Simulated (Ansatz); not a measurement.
Stretching the Si1–F2 bond in BrFSi (SMILES F[Si]Br) (multiplicity 1 held, fragments rigid). Energies count from the point at 1.609 Å.
Geometry at that point (charge 0, multiplicity 1):
```xyz
3

Si     0.539     0.719     1.006
F      0.968     1.873    -0.030
Br    -0.465    -0.769    -0.395
```

Restricted levels (R-, RO-) in cc, def2 and unpolarised 6-31G sets keep to the state of the molecule at rest. U- levels take the lowest unrestricted solution at each point, which mixes spins at long bonds. Curves can end on different states.

Correlated levels freeze the cores. Filled d and f shells under p-block atoms count as core.

The values were computed with Ansatz (Gaussian basis) for Hartree–Fock, density functionals and correlated methods. Each number belongs to the level named beside it.

Energies in eV.

```csv
R (Å),R-PBE/def2-TZVPP,U-r2SCAN/def2-TZVPP,U-wB97X-V/def2-TZVPP,U-MP2/def2-TZVPP
1.288,3.27,3.06,3.09,3.08
1.448,0.62,0.51,0.52,0.51
1.609,0.00,0.00,0.00,0.00
1.770,0.22,0.31,0.32,0.31
1.931,0.74,0.91,0.96,0.92
2.173,1.66,1.92,2.04,2.00
2.414,2.53,2.85,3.04,3.02
2.816,3.69,4.08,4.42,5.84
3.219,4.48,4.84,5.34,6.33
3.702,5.08,5.30,5.91,6.48
4.345,5.57,5.57,6.24,6.53
5.150,5.80,5.72,6.34,6.53
```

Doubts at one or more of the structures used: a restricted determinant that unrestricted orbitals would lower (R-PBE/def2-TZVPP); a spin-contaminated determinant (U-r2SCAN/def2-TZVPP, U-wB97X-V/def2-TZVPP, U-MP2/def2-TZVPP).

Ansatz is a quantum-chemistry and plane-wave program.
